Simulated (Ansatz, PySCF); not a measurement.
System: C2H5F, charge 0, singlet. C2H5F (fluoroethane, SMILES CCF).
B3LYP-D3(BJ)/def2-TZVP minimum from Ansatz (a quantum-chemistry and plane-wave program):
```
C
H 1 1.0925
H 1 1.0925 2 108.98
F 1 1.3997 2 107.10 3 115.53
C 1 1.5091 2 111.77 3 -124.03
H 5 1.0906 1 110.73 2 -179.09
H 5 1.0906 6 108.68 1 -121.83
H 5 1.0925 6 108.40 7 -117.63
```
Charge 0, spin multiplicity 1.

Quantity: enthalpy of formation at 298 K (by atomisation, with ideal-gas terms from PySCF's Hessian at B3LYP-D3(BJ)/def2-TZVP and the atoms' measured values of the G2/97 table; no spin-orbit terms), in kJ/mol. Open shells are spin-unrestricted; no spin-orbit coupling. CBS(X,Y): correlation extrapolated as X^-3, Hartree-Fock from the larger set (Q,5: extrapolated as (X+1)exp(-9√X)). A bracket is a step between two methods taken in the basis named. The functionals are non-relativistic, so their misses hold any scalar relativity. Double hybrids freeze cores in their MP2 part. 'core' is core correlation in cc-pwCVTZ, 'X2C' scalar relativity in cc-pVTZ-DK, both at CCSD(T). Where a partner has so few electrons that a lower coupled-cluster level is exact, that level stands in.

Measured: -65.1 kcal/mol, -272.5 kJ/mol (Active Thermochemical Tables 1.112 (ions: stationary electron), as tabulated in the package chemicals); atomic spin-orbit terms, which the calculations lack, would raise the computed values.

How far off this value is PBE/def2-TZVPD (Ansatz), in which direction, and which of these levels come nearer: PBE0/def2-TZVPD, wB97M-V/def2-TZVPD, B2PLYP/def2-TZVPD, CCSD(T)/CBS(cc-pVQZ,cc-pV5Z) + core + X2C?

PBE gives -316.9 kJ/mol, 44.4 kJ/mol below it. Errors of the others: PBE0/def2-TZVPD (Ansatz) 2.5; wB97M-V/def2-TZVPD (Ansatz) -0.6; B2PLYP/def2-TZVPD (Ansatz) 35.2; CCSD(T)/CBS(cc-pVQZ,cc-pV5Z) + core + X2C (Ansatz) -2.2; CCSD(T)/CBS(cc-pVQZ,cc-pV5Z) + [CCSDT(Q) - CCSD(T)]/cc-pVDZ + core + X2C (Ansatz) -3.9 kJ/mol. Nearer than PBE: PBE0/def2-TZVPD, wB97M-V/def2-TZVPD, B2PLYP/def2-TZVPD, CCSD(T)/CBS(cc-pVQZ,cc-pV5Z) + core + X2C, CCSD(T)/CBS(cc-pVQZ,cc-pV5Z) + [CCSDT(Q) - CCSD(T)]/cc-pVDZ + core + X2C.
